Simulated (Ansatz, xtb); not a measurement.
System: C4H3N2 (charge -1, singlet). It need not be the lowest isomer of its formula. Whether it binds its extra electron was not tested at this geometry. SMILES: n1cnc[c-]c1
Coordinates optimised at B3LYP-D3(BJ)/def2-TZVP (Ansatz, an electronic-structure program):
```xyz
9

C      0.1277    -1.4924     0.0367
C      1.1946    -0.5770     0.1006
N      1.1229     0.7729     0.0708
C     -0.1083     1.2659    -0.0311
N     -1.2375     0.5667    -0.1037
C     -1.0788    -0.7757    -0.0674
H      2.2234    -0.9411     0.1849
H     -0.2013     2.3525    -0.0578
H     -2.0305    -1.3128    -0.1295
```
Charge -1, spin multiplicity 1.

Harmonic wavenumbers from GFN2-xTB (xtb, at its own minimum), cm⁻¹: 235, 241, 609, 635, 718, 763, 876, 936, 1013, 1043, 1149, 1152, 1207, 1294, 1329, 1373, 1447, 1556, 2813, 2830, 2864.

Task: Give the harmonic wavenumbers at B3LYP-D3(BJ)/def2-TZVP (Ansatz, finite differences of forces, unscaled).

Result: 324, 349, 659, 682, 772, 869, 963, 981, 1000, 1083, 1134, 1164, 1207, 1356, 1402, 1420, 1470, 1560, 3013, 3016, 3069 cm⁻¹. Zero-point energy 39.3 kcal/mol.

Task: From these and the geometry, give the ideal-gas thermochemistry at 298.15 K and 1 atm (rigid rotor, harmonic oscillator).

Result: Point group C2v, rotational symmetry number 2. Rotational constants 6.453, 6.3, 3.188 GHz. S(trans) 39.02, S(rot) 23.94, S(vib) 4.13, S(elec, spin only) 0.00, S 67.1 cal/(mol K). H(298) - H(0) 3.24 kcal/mol; G - E(el) 22.5 kcal/mol.
